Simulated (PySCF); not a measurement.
C2H5OS, SMILES [CH2]S(C)=O, multiplicity 2. Atoms are numbered in the order given.

```xyz
9

C      1.2025    -0.5600     0.9157
S      0.1493    -0.0866    -0.3867
C     -1.4901    -0.5228     0.3588
O      0.1697     1.4044    -0.6333
H      1.2506    -1.6394     1.1379
H      2.1087     0.0578     1.0184
H     -1.6326     0.1257     1.2427
H     -1.5055    -1.5955     0.6304
H     -2.2419    -0.3022    -0.4219
```
Charge 0, spin multiplicity 2.

Geometry: PBE-D3(BJ)/def2-SVP. The isomer is the one that the SMILES or the coordinates give; other isomers of the formula were not compared.

The numbers are results of PBE/pcH-1 (PySCF), not measurements.

Unrestricted Kohn–Sham, ⟨S²⟩ = 0.754. Hyperfine tensors hold the contact and dipolar terms, without spin-orbit corrections.

Computed hyperfine couplings:
| nucleus | A(iso) (MHz) | A(iso) (G) | dipolar principal values (MHz) |
|---|---|---|---|
| 13C no. 1 | 82.2 | 29.3 | -63.7, -63.3, 126.9 |
| 33S no. 2 | 64.3 | 23.0 | -14.5, -10.5, 25.0 |
| 13C no. 3 | 90.6 | 32.3 | -8.3, -7.6, 15.9 |
| 17O no. 4 | -2.4 | -0.9 | -26.5, 11.8, 14.7 |
| 1H no. 5 | -38.3 | -13.7 | -27.6, -2.2, 29.8 |
| 1H no. 6 | -43.3 | -15.4 | -28.1, -1.7, 29.7 |
| 1H no. 7 | -0.8 | -0.3 | -5.1, -0.9, 6.0 |
| 1H no. 8 | -5.8 | -2.1 | -4.5, -2.2, 6.7 |
| 1H no. 9 | -2.6 | -0.9 | -4.7, -1.9, 6.6 |

### Question
And the g tensor (effective nuclear charges for spin-orbit coupling, GIAO)? (Estimate from the structure and the level; the computed values follow.)

### Answer
principal values 2.0017, 2.0026, 2.0057; isotropic 2.0033.
